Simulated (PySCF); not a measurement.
Computed IR spectrum (relative IR intensity) of a molecule C₅H₇F. The structure is a stationary point at B3LYP-D3(BJ)/def2-SVP. Other conformers were not sampled. Method: B3LYP-D3(BJ)/def2-SVP run with PySCF 2.14.0. Frequencies are harmonic and unscaled.

Lines under 2 % of the strongest are left out, and lines within 2 cm⁻¹ are merged.

ν (cm⁻¹): 613 (vw), 662 (w), 803 (w), 827 (m), 869 (vw), 926 (w), 1067 (w), 1099 (w), 1164 (vw), 1186 (w), 1205 (w), 1237 (m), 1304 (m), 1382 (m), 1395 (vw), 1463 (vw), 1473 (w), 1743 (vs), 3026 (m), 3036 (m), 3040 (m), 3094 (m), 3111 (m), 3231 (vw) (against the strongest line: vs over 80 %, s over 45 %, m over 15 %, w over 4 %, vw less)

Problem. Identify the compound among the candidates.
A) C=C(F)C1CC1
B) F/C=C\C1CC1
C) FC1CC=CC1
D) C[C@H]1CC=C1F

Solution. D, C[C@H]1CC=C1F
